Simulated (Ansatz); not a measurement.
C4H14N3OTa, SMILES `CC(C)(C)[N]=[Ta]([NH2])([NH2])[OH]`, relaxed with RKS PBE-D4/def2-SVP in the Gaussian-basis code of Ansatz from a rough embedded geometry. The force threshold is 0.03 eV/Å; the program also tests the step.

Total charge 0; spin multiplicity 1. Ta takes the def2 core potential.

Start:

```xyz
23

C     1.521    0.875   -0.914
C     0.594    1.003    0.307
C     1.352    1.736    1.381
C    -0.647    1.810    0.018
N     0.286   -0.319    0.778
Ta   -0.739   -1.608   -0.317
N     0.525   -3.403   -0.572
N    -2.548   -2.142    0.757
O    -1.279   -0.837   -2.197
H     2.391    0.332   -0.703
H     0.912    0.348   -1.740
H     1.749    1.914   -1.309
H     0.718    1.828    2.294
H     1.609    2.774    1.077
H     2.314    1.191    1.661
H    -0.497    2.828   -0.344
H    -1.341    1.866    0.905
H    -1.309    1.256   -0.782
H     1.442   -3.095   -0.910
H     0.608   -3.826    0.360
H    -2.312   -2.408    1.709
H    -3.123   -1.333    0.800
H    -2.227   -0.790   -2.261
```

```json
{"step": "1", "energy (eV)": "-12426.7572", "largest force (eV/Å)": "5.074", "largest move (Å)": "0.000"}
{"step": "2", "energy (eV)": "-12428.3976", "largest force (eV/Å)": "1.202", "largest move (Å)": "0.192"}
{"step": "3", "energy (eV)": "-12428.6817", "largest force (eV/Å)": "0.917", "largest move (Å)": "0.194"}
{"step": "4", "energy (eV)": "-12428.8470", "largest force (eV/Å)": "1.287", "largest move (Å)": "0.195"}
{"step": "5", "energy (eV)": "-12428.9903", "largest force (eV/Å)": "2.350", "largest move (Å)": "0.195"}
{"step": "6", "energy (eV)": "-12429.1503", "largest force (eV/Å)": "3.126", "largest move (Å)": "0.194"}
{"step": "7", "energy (eV)": "-12429.4465", "largest force (eV/Å)": "1.415", "largest move (Å)": "0.200"}
{"step": "8", "energy (eV)": "-12429.5383", "largest force (eV/Å)": "0.801", "largest move (Å)": "0.193"}
{"step": "9", "energy (eV)": "-12429.6208", "largest force (eV/Å)": "1.196", "largest move (Å)": "0.194"}
{"step": "10", "energy (eV)": "-12429.7033", "largest force (eV/Å)": "0.332", "largest move (Å)": "0.200"}
{"step": "11", "energy (eV)": "-12429.7487", "largest force (eV/Å)": "0.602", "largest move (Å)": "0.200"}
{"step": "12", "energy (eV)": "-12429.7805", "largest force (eV/Å)": "0.128", "largest move (Å)": "0.200"}
{"step": "13", "energy (eV)": "-12429.7842", "largest force (eV/Å)": "0.147", "largest move (Å)": "0.153"}
{"step": "14", "energy (eV)": "-12429.7852", "largest force (eV/Å)": "0.179", "largest move (Å)": "0.098"}
{"step": "15", "energy (eV)": "-12429.7869", "largest force (eV/Å)": "0.275", "largest move (Å)": "0.090"}
{"step": "16", "energy (eV)": "-12429.7927", "largest force (eV/Å)": "0.072", "largest move (Å)": "0.064"}
{"step": "17 (rejected)", "energy (eV)": "-12429.7921", "largest force (eV/Å)": "0.108", "largest move (Å)": "0.029"}
{"step": "18", "energy (eV)": "-12429.7931", "largest force (eV/Å)": "0.018", "largest move (Å)": "0.014"}
```

End:

```xyz
23

C     1.592    1.267   -1.052
C     0.531    1.130    0.061
C     1.197    1.309    1.443
C    -0.567    2.199   -0.131
N    -0.066   -0.180   -0.010
Ta   -0.914   -1.728   -0.309
N     0.528   -3.125   -0.281
N    -2.188   -1.916    1.232
O    -1.895   -1.839   -1.976
H     2.381    0.497   -0.931
H     1.126    1.125   -2.048
H     2.072    2.267   -1.027
H     0.446    1.203    2.251
H     1.667    2.310    1.531
H     1.979    0.540    1.598
H    -0.145    3.223   -0.076
H    -1.345    2.098    0.653
H    -1.058    2.074   -1.117
H     1.512   -3.000   -0.031
H     0.348   -4.124   -0.435
H    -2.253   -1.321    2.061
H    -2.829   -2.710    1.340
H    -2.120   -1.300   -2.749
```

Run time 16 s (6 threads of an AMD EPYC 7R13 on a shared host and a share of an NVIDIA H100 80 GB); peak host memory 0.89 GiB.
